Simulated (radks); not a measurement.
Question: Species: the indium ion In4+. Configuration: [Kr] 4d9. Calculated with a radial shooting solver on a logarithmic mesh with Libxc functionals: Dirac Kohn-Sham, PBE, spin-unpolarised, spherical densities, finite nucleus; open shells are shared between the two j in proportion to 2j + 1; Fermi nuclear charge, rms radius 4.6156 fm. Some entries of the table are withheld. Estimate them.

| orbital | occ. | eigenvalue (Ry) | <1/r> (bohr^-1) | r(max) (bohr) |
|---|---|---|---|---|
| 1s1/2 | 2 | -2042.145 | 51.86 | 0.01922 |
| 2s1/2 | 2 | -308.7755 | 12.00 | 0.1087 |
| 2p1/2 | 2 | -288.2008 | (1) | 0.08384 |
| 2p3/2 | 4 | -272.7014 | (2) | 0.08827 |
| 3s1/2 | 2 | -61.52197 | 4.228 | 0.3157 |
| 3p1/2 | 2 | -53.21841 | 4.136 | 0.3020 |
| 3p3/2 | 4 | -50.41778 | 3.943 | 0.3122 |
| 3d3/2 | 4 | (3) | 3.786 | 0.2565 |
| 3d5/2 | 6 | (4) | 3.736 | 0.2594 |
| 4s1/2 | 2 | -12.32896 | 1.651 | 0.7690 |
| 4p1/2 | 2 | -9.60071 | 1.536 | 0.7976 |
| 4p3/2 | 4 | -9.10289 | 1.475 | 0.8218 |
| 4d3/2 | 3.6 | (5) | 1.204 | 0.9132 |
| 4d5/2 | 5.4 | (6) | 1.189 | 0.9224 |
| 5s1/2 | 0 | -3.32724 | 0.6263 | 1.898 |
| 5p1/2 | 0 | -2.66709 | 0.5529 | 2.127 |
| 5p3/2 | 0 | -2.59617 | 0.5380 | 2.187 |

Answer: 
(1) 2p1/2 <1/r> (bohr^-1): 11.98
(2) 2p3/2 <1/r> (bohr^-1): 11.19
(3) 3d3/2 eigenvalue (Ry): -35.73355
(4) 3d5/2 eigenvalue (Ry): -35.15965
(5) 4d3/2 eigenvalue (Ry): -4.82623
(6) 4d5/2 eigenvalue (Ry): -4.75645
